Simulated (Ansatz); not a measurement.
Input file for Ansatz (a quantum-chemistry and plane-wave program): R-CCSD(T)/cc-pVDZ on CH4GeO (SMILES C[O][GeH]), a point of a bond scan (R = 1.093 Å). The run froze 16 orbitals, filled d shells among them.

Ansatz 0.2 input:
```yaml
crystal:
  periodic: [false, false, false]
  atoms:
    - {symbol: Ge, position_ang: [-0.30918050, -0.44039023, 0.61326825]}
    - {symbol: H, position_ang: [-1.33900548, -0.76161549, -0.60195871]}
    - {symbol: O, position_ang: [0.73619976, 0.65343866, -0.33645061]}
    - {symbol: C, position_ang: [0.60186979, 1.03364415, -1.69533265]}
    - {symbol: H, position_ang: [0.49970308, 2.12003992, -1.75661339]}
    - {symbol: H, position_ang: [1.50211160, 0.74097812, -2.24155643]}
    - {symbol: H, position_ang: [-0.26984991, 0.56371050, -2.16085477]}
basis:
  gaussian:
    orbitals: cc-pVDZ
    pivot_positions_ang: [[-0.30918050, -0.44039023, 0.61326825], [-1.33900548, -0.76161549, -0.60195871], [0.73619976, 0.65343866, -0.33645061], [0.60186979, 1.03364415, -1.69533265], [0.49970308, 2.12003992, -1.75661339], [1.50211160, 0.74097812, -2.24155643], [-0.26984991, 0.56371050, -2.16085477]]
magnetization: {spin_polarized: false}
correlation: {method: ccsd_t, electrons: outside_noble_gas}
scf: {lower_state_search: off}
output: {orbitals: {seedname: ./end}}
```

Question: What total energy does the run end on?

Answer: -2190.8374 hartree (reference determinant -2190.3765, T1 diagnostic 0.020).
